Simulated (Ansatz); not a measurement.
Li₅Sn⁻. Charge -1, multiplicity 1. Geometry r2SCAN-D4/def2-TZVPD.

Cartesian coordinates in Å:
```
Li -1.518 -1.092 2.566
Li -0.311 -1.418 -0.598
Li 2.465 -0.155 -1.708
Li -1.805 0.904 0.234
Li 0.958 0.692 1.041
Sn 0.211 1.069 -1.535
```

In the def2 sets Sn takes a core potential; there is no spin–orbit coupling. The restricted singlet is unstable towards broken spin symmetry in Hartree–Fock (as tested in another run); at PBE-D4/def2-TZVPD, r2SCAN-D4/def2-TZVPD, PBE0-D4/def2-TZVPD, r2SCAN0-D4/def2-TZVPD and others this wasn't settled. At PBE-D4/def2-TZVPD, r2SCAN-D4/def2-TZVPD the highest occupied level of the charge -1 singlet lies above zero (up to 0.25 eV). The electron is either unbound and held by the finite basis, or the level is raised by self-interaction error. Another isomer (singlet) lies 0.40 eV lower at PBE0-D4/def2-TZVPD; other spin states weren't run for this one.

Q: Estimate the orbital energies around the gap (eV) in Ansatz with PBE-D4/def2-TZVPD, r2SCAN-D4/def2-TZVPD, PBE0-D4/def2-TZVPD, r2SCAN0-D4/def2-TZVPD, CAM-B3LYP-D4/def2-TZVPD.

A: 
```
orbital  PBE-D4/def2-TZVPD  r2SCAN-D4/def2-TZVPD  PBE0-D4/def2-TZVPD  r2SCAN0-D4/def2-TZVPD  CAM-B3LYP-D4/def2-TZVPD
 HOMO−9             -19.85                -20.39              -22.45                 -22.86                   -23.53
 HOMO−8             -19.84                -20.37              -22.44                 -22.84                   -23.51
 HOMO−7             -19.81                -20.34              -22.40                 -22.81                   -23.47
 HOMO−6             -19.76                -20.30              -22.35                 -22.76                   -23.41
 HOMO−5             -19.75                -20.29              -22.34                 -22.75                   -23.41
 HOMO−4              -5.86                 -6.13               -7.01                  -7.22                    -8.38
 HOMO−3              -0.96                 -1.08               -1.64                  -1.70                    -2.50
 HOMO−2              -0.55                 -0.62               -1.08                  -1.12                    -1.74
 HOMO−1              -0.03                 -0.09               -0.50                  -0.55                    -1.11
   HOMO               0.25                  0.23               -0.18                  -0.20                    -0.79
   LUMO               0.87                  1.02                1.31                   1.37                     1.91
 LUMO+1               1.08                  1.18                1.51                   1.54                     2.19
 LUMO+2               1.18                  1.26                1.60                   1.62                     2.28
 LUMO+3               1.39                  1.53                1.79                   1.85                     2.37
 LUMO+4               1.65                  1.91                2.06                   2.19                     2.57
 LUMO+5               1.69                  1.93                2.11                   2.22                     2.70
```
